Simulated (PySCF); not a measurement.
```xyz
8

C     -1.1438     0.0145     0.3798
S      0.3018    -1.0537     0.5282
C      1.4771    -0.1391    -0.4176
O      1.2879     0.9089    -0.9799
H     -1.4549     0.3454     1.3691
H     -0.8507     0.8708    -0.2302
H     -1.9525    -0.5322    -0.1022
H      2.4472    -0.6689    -0.4300
```

Charge 0, multiplicity 1.

### Question
Give the Mulliken and meta-Löwdin atomic charges from r2SCAN-D4/def2-TZVP in PySCF.

### Answer

| atom | Mulliken (e) | meta-Löwdin (e) |
|---|---|---|
| C1 | -0.30 | -0.43 |
| S2 | -0.03 | 0.13 |
| C3 | 0.13 | 0.15 |
| O4 | -0.32 | -0.40 |
| H5 | 0.13 | 0.14 |
| H6 | 0.16 | 0.16 |
| H7 | 0.13 | 0.14 |
| H8 | 0.09 | 0.10 |
